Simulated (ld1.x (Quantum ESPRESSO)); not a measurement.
**What one change does to a pseudopotential (Pd (Z = 46), RRKJ)**

* Element: Pd
* Generator: ld1.x (Quantum ESPRESSO) 7.5
* Type: norm-conserving RRKJ (Kleinman–Bylander form)
* Functional: PBEsol
* Relativity: scalar-relativistic
* Frozen core: [Kr]
* Valence charge: 10
* Reference configuration: 4d8 5s0 5p0 (charge +2)
* Partial waves: 5s (bound, empty): rc 2.05 bohr; 5p (bound, empty): rc 2.20 bohr; 4d (bound): rc 1.90 bohr
* Local potential: all-electron potential smoothed inside 1.45 bohr (lloc = -2)
* Core correction: Bessel-smoothed model core, default radius (core density twice the valence density)

Change: type TM; local potential the s channel.

Cutoffs: the cutoffs (Ry, on a coarse ladder) from which the occupation-weighted sum of valence levels, in a spherical-Bessel basis at the reference potential, stays within 10 and 1 mRy of its value at 400 Ry; they do not see the model core or the augmentation charge, which bear on the density cutoff. Errors are all-electron minus pseudo energies relative to the spin-unpolarised reference configuration.

**Question.** How do hardness, ghosts and transferability respond?

**Answer.** The potential gets harder (45 Ry and 50 Ry → 55 Ry and 80 Ry); the bound ghost in s disappears; of the 7 tests that both files solve, the error grows in 6 and shrinks in 1 by more than 15 % and 0.3 meV (median size 59.1 → 146.2 meV); the range in which the s phases agree narrows (upper end 3.0 → 1.6); the range in which the p phases agree widens (upper end -0.7 → 3.5).

```csv
quantity,base,changed
"cutoff, loose",45 Ry,55 Ry
"cutoff, tight",50 Ry,80 Ry
bound ghosts,s,none
"error for 4d10 5s0 5p0, meV [ΔE -29.94 eV]",-148,-394
"error for 4d9 5s0 5p0, meV [ΔE -20.82 eV]",-59,-146
"error for 4d7 5s0 5p0, meV [ΔE 34.35 eV]",-113,-236
"error for 4d9 5s0 5p1, meV [ΔE -24.63 eV]",-8.9,-110
"error for 4d8 5s1 5p0, meV [ΔE -16.27 eV]",-11,-9.1
"error for 4d6 5s0 5p0, meV [ΔE 83.67 eV]",-534,-1062
"error for 4d9 5s1 5p0, meV [ΔE -28.43 eV]",-43,-104
s: phases at 2.40 bohr within 0.05 rad from the reference energy up to (Ry; the scan ends near 5),3.0,1.6
p: phases at 2.40 bohr within 0.05 rad from the reference energy up to (Ry; the scan ends near 5),-0.7,3.5
d: phases at 2.40 bohr within 0.05 rad from the reference energy up to (Ry; the scan ends near 5),0.8,-0.3
```

Base: These tests converged, but a pseudo level misses the all-electron one widely, so the file describes the atom poorly there or has found another state: 4d7 5s0 5p0: empty 5s by 3.6 eV (a node warning on the way); 4d6 5s0 5p0: empty 5p by 3.4 eV (a node warning on the way). A true bound ghost makes a file unfit for plane-wave use even where its test errors are small: the radial tests pick states by their node count and pass the ghost by.
